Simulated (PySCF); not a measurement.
Telling isomers of C₈H₁₂Si apart by NMR

[PySCF 2.14.0 with density-fitted response routines: geometry: GFN2-xTB; shielding tensors at PBE0/pcSseg-1 (GIAO); single conformer; no solvent model; non-relativistic; one averaged value for each set of equivalent atoms]

δ = σ(ref) − σ, references computed at the same level: 1H and 13C vs TMS. Where no couplings were computed, multiplicities follow the n + 1 count of equivalent neighbours, and m marks all less simple cases (inequivalent or close neighbours, rings, F or P nearby). Shifts are as computed. Against solution values, carbons near 30 ppm lie about +3 ppm off and those near 130 ppm about +5 ppm. Of 1211 compounds with measured shifts, 218 miss one by over three times the rms of a fit or turn the order of signals round; such compounds aren't used in these exercises.

(1) Tabulate the signals of `C=CC1=C[SiH2][C@H]2C[C@@H]1C2`, `C#C[C@](C)(C#CC)[SiH2]C`, `C[Si@@H]1C=CC=C1C1CC1`, `C=C[Si](C=C)(C=C)C=C` and their relative energies.

(2) What is the quickest way to tell C=CC1=C[SiH2][C@H]2C[C@@H]1C2 from C=C[Si](C=C)(C=C)C=C?

(3) What is the quickest way to tell C=CC1=C[SiH2][C@H]2C[C@@H]1C2 from C#C[C@](C)(C#CC)[SiH2]C?

(4) What is the quickest way to tell C[Si@@H]1C=CC=C1C1CC1 from C=C[Si](C=C)(C=C)C=C?

Answers

(1) 
```tsv
SMILES	carbon types	δC	δH	E rel. (kcal/mol)
C=CC1=C[SiH2][C@H]2C[C@@H]1C2	1×C 4×CH 3×CH2	177.5, 148.2, 124.9, 118.3, 35.9, 32.5, 16.9	6.59 (m, 1H), 5.74 (t, 1H), 5.51 (m, 1H), 5.38 (m, 1H), 4.60 (m, 2H), 2.96 (m, 1H), 2.70 (m, 2H), 1.86 (m, 1H), 1.65 (m, 2H)	5.9
C#C[C@](C)(C#CC)[SiH2]C	4×C 1×CH 3×CH3	91.4, 86.9, 84.9, 75.9, 28.0, 15.0, 5.0, -8.0	4.22 (m, 1H), 4.18 (m, 1H), 2.04 (s, 3H), 1.70 (s, 1H), 1.58 (s, 3H), 0.45 (m, 3H)	49.1
C[Si@@H]1C=CC=C1C1CC1	1×C 4×CH 2×CH2 1×CH3	164.5, 156.0, 137.5, 130.7, 18.9, 18.0, 14.9, -6.7	7.18 (m, 1H), 6.26 (d, 1H), 5.84 (m, 1H), 4.79 (m, 1H), 1.47 (m, 1H), 1.05 (m, 1H), 1.04 (m, 1H), 0.62 (m, 1H), 0.52 (m, 1H), 0.36 (d, 3H)	0.0
C=C[Si](C=C)(C=C)C=C	4×CH 4×CH2	144.5, 142.6	6.58 (m, 4H), 6.48 (m, 4H), 6.16 (m, 4H)	22.6
```

Energies are electronic energies at PBE0/pcSseg-1 on these geometries, without zero-point or thermal terms, each for the one conformer computed, which needn't be the lowest.

(2) Count the carbon signals: 7 against 2. The first has a fully substituted alkene carbon (C) at 177.5 ppm, the second a terminal =CH2 carbon at 144.5 ppm.

(3) Count the carbon signals: 7 against 8. The first has a fully substituted alkene carbon (C) at 177.5 ppm, the second an alkyne carbon (C) at 91.4 ppm. In the proton spectra the most deshielded non-exchanging signals are 6.59 (m, 1H) and 4.22 (m, 1H).

(4) Count the carbon signals: 8 against 2. The first has a fully substituted alkene carbon (C) at 164.5 ppm, the second a terminal =CH2 carbon at 144.5 ppm. In the proton spectra the most deshielded non-exchanging signals are 7.18 (m, 1H) and 6.58 (m, 4H).
